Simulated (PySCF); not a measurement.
# Chromium: a sound run and one with changed settings

Sound run: Cr²⁺ [Ar] 3d4, Cr³⁺ [Ar] 3d3. All numbers are calculated (PySCF 2.14, scalar relativity by spin-free X2C-1e, in x2c-TZVPall (6s5p4d1f, 48 functions)). In the sound run the correlated levels freeze [Ar]. The sound run starts from symmetry-adapted Hartree-Fock orbitals and uses a fine grid where one is needed.

Changed run: no relativity, point nucleus. This setting is unsound on purpose.

| species | method | sound run (hartree) | changed run (hartree) | converged |
| --- | --- | --- | --- | --- |
| Cr²⁺ | UHF | -1048.86994 | -1040.68349 | yes |
| Cr²⁺ | LDA | -1047.53894 | -1039.36392 | yes |
| Cr²⁺ | PBE | -1049.64372 | -1041.46395 | yes |
| Cr²⁺ | MP2 | -1048.90113 | -1040.71436 | yes |
| Cr³⁺ | UHF | -1047.77843 | -1039.58134 | yes |
| Cr³⁺ | LDA | -1046.36719 | -1038.18212 | yes |
| Cr³⁺ | PBE | -1048.48715 | -1040.29738 | yes |
| Cr³⁺ | MP2 | -1047.79033 | -1039.59310 | yes |

Ionisation energy of Cr²⁺:

```
 method  sound run (eV)  changed run (eV)
    UHF          29.701            29.991
    LDA          31.885            32.158
    PBE          31.472            31.744
    MP2          30.227            30.511
SCS-MP2          29.876            30.165
```

Most of the change in total energy is the relativistic energy itself. On top of that the contraction fixes the core shape for the Hamiltonian it was made with, so the changed run is not a good calculation with the other Hamiltonian either.

For comparison, NIST gives 30.959 ± 0.025 eV between the lowest levels.
